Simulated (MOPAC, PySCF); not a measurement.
H$_{3}$BO$_{3}$, SMILES `OB(O)O`, neutral singlet in the gas phase. 

Z-matrix (Å, degrees):
```
B
O 1 1.3601
H 2 0.9591 1 111.65
O 1 1.3667 2 116.46 3 -179.98
H 4 0.9566 1 115.34 2 -179.98
O 1 1.3761 2 118.29 3 0.01
H 6 0.9572 1 115.83 2 -179.97
```
Charge 0, multiplicity 1.

All levels are single points at this geometry (PBE0-D3(BJ)/def2-TZVP); Pople sets use spherical d functions. Orbital energies aren't observables, and empty levels follow the basis.

```json
[
 {"level": "PBE0-D3(BJ)/def2-TZVP in PySCF", "HOMO (eV)": "-9.18", "LUMO (eV)": "0.14", "gap (eV)": "9.31", "dipole (D)": "3.03", "vertical IE, Delta-SCF (eV)": "11.79"},
 {"level": "ωB97X-D3(BJ)/def2-TZVP in PySCF", "HOMO (eV)": "-11.80", "LUMO (eV)": "1.97", "gap (eV)": "13.77", "dipole (D)": "3.07", "vertical IE, Delta-SCF (eV)": "12.12"},
 {"level": "B3LYP/6-31G* in PySCF", "HOMO (eV)": "-8.31", "LUMO (eV)": "1.10", "gap (eV)": "9.41", "dipole (D)": "3.14", "vertical IE, Delta-SCF (eV)": "11.40"},
 {"level": "SVWN5/6-31G* in PySCF", "HOMO (eV)": "-6.94", "LUMO (eV)": "0.33", "gap (eV)": "7.27", "dipole (D)": "3.17", "vertical IE, Delta-SCF (eV)": "–"},
 {"level": "AM1 in MOPAC", "HOMO (eV)": "-12.57", "LUMO (eV)": "1.89", "gap (eV)": "14.46", "dipole (D)": "2.71", "vertical IE, Delta-SCF (eV)": "–"},
 {"level": "PM6 in MOPAC", "HOMO (eV)": "-12.13", "LUMO (eV)": "1.26", "gap (eV)": "13.38", "dipole (D)": "3.03", "vertical IE, Delta-SCF (eV)": "–"}
]
```
